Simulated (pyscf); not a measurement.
**Cl–SnH₂–GeH₃, singlet**

Gas-phase minimum from PySCF at ωB97X-D3(BJ)/def2-SVP, one conformer. 

```xyz
8

Cl     0.0283    -0.5237     1.3545
Sn    -0.2273    -1.5655    -0.7456
Ge    -1.2204     0.2561    -2.2505
H      1.3352    -2.0858    -1.1903
H     -1.2540    -2.9001    -0.4717
H     -2.5569     0.7219    -1.6605
H     -1.4549    -0.2930    -3.6665
H     -0.2469     1.4386    -2.3209
```
Charge 0, spin multiplicity 1.

Bonds (Å): Cl1–Sn2 2.358, Sn2–Ge3 2.563, Sn2–H4 1.706, Sn2–H5 1.706, Ge3–H6 1.533, Ge3–H7 1.537, Ge3–H8 1.533. Angles (°): Cl1–Sn2–Ge3 104.5, Cl1–Sn2–H4 105.5, Cl1–Sn2–H5 105.5, Ge3–Sn2–H4 114.7, Ge3–Sn2–H5 114.6, H4–Sn2–H5 110.8, Sn2–Ge3–H6 109.1, Sn2–Ge3–H7 110.3, Sn2–Ge3–H8 109.2, H6–Ge3–H7 109.3, H6–Ge3–H8 109.7, H7–Ge3–H8 109.3.

Properties at ωB97X-D3(BJ)/def2-SVP:

```
Item                                                                                                                                                                                                              Value
---------------------------------------------------------------------------------------------------------------------  ------------------------------------------------------------------------------------------------
Harmonic wavenumbers, unscaled                                                                                         69, 76, 246, 309, 382, 458, 486, 560, 644, 726, 822, 903, 903, 1980, 1982, 2184, 2199, 2203 cm⁻¹
Zero-point energy                                                                                                                                                                                         24.5 kcal/mol
Rotational symmetry number                                                                                                                                                                                            1
Entropy of this conformer at 298 K and 1 atm, rigid rotor and harmonic oscillator, modes under 100 cm⁻¹ raised to 100                                                                                   356.2 J/(mol K)
Dipole moment                                                                                                                                                                                                    2.78 D
```

Single-point totals, which compare only within one level:

| level | total energy (hartree) |
|---|---|
| ωB97X-D3(BJ)/def2-TZVP | -2754.61864 |
| PBE/def2-TZVP | -2754.03747 |
| r²SCAN/def2-TZVP | -2754.59780 |
| B3LYP-D3(BJ)/def2-TZVP | -2754.71241 |
| PBE0-D3(BJ)/def2-TZVP | -2754.15302 |
| M06-2X/def2-TZVP | -2754.46257 |
| ωB97M-D3(BJ)/def2-TZVP | -2754.66375 |

Soft torsions are taken as harmonic, which can shift the entropy by several J/(mol K). Elements up to Kr have no core potential and no relativistic terms here. Elements past Kr carry the def2 core potentials, without spin-orbit coupling.
